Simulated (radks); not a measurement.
Problem. The mean radii <r> (bohr) of the occupied orbitals of an atom or ion are listed with their occupations. Calculated with a radial shooting solver on a logarithmic mesh with Libxc functionals: Dirac Kohn-Sham, BLYP, spin-unpolarised, spherical densities, finite nucleus; Fermi nuclear charge, rms radius of each element as measured or else 0.836 A^(1/3) + 0.57 fm.

orbital  occ.      <r>
1s1/2       2  0.02037
2s1/2       2  0.08590
2p1/2       2  0.07146
2p3/2       4  0.07874
3s1/2       2   0.2249
3p1/2       2   0.2146
3p3/2       4   0.2283
3d3/2       4   0.2012
3d5/2       6   0.2055
4s1/2       2   0.5081
4p1/2       2   0.5171
4p3/2       4   0.5487
4d3/2       4   0.5774
4d5/2       6   0.5887
5s1/2       2    1.254
5p1/2       2    1.419
5p3/2       4    1.532
4f5/2       6   0.8180
6s1/2       1    3.612
4f7/2       6   0.8401

Name the element and its charge. Open shells, if any, fill j = l - 1/2 first.

Solution. Z = 68, erbium, charge +1: Er+ in [Xe] 4f12 6s1. The 1s radius gives Z: for a bare nucleus <r> = (2 gamma + 1)/(2Z) with gamma = sqrt(1 - (Z/c)^2), 0.02012 bohr for Z = 68, and screening makes it slightly larger (0.02037 here). The occupations add up to 67, and the charge is Z minus that.
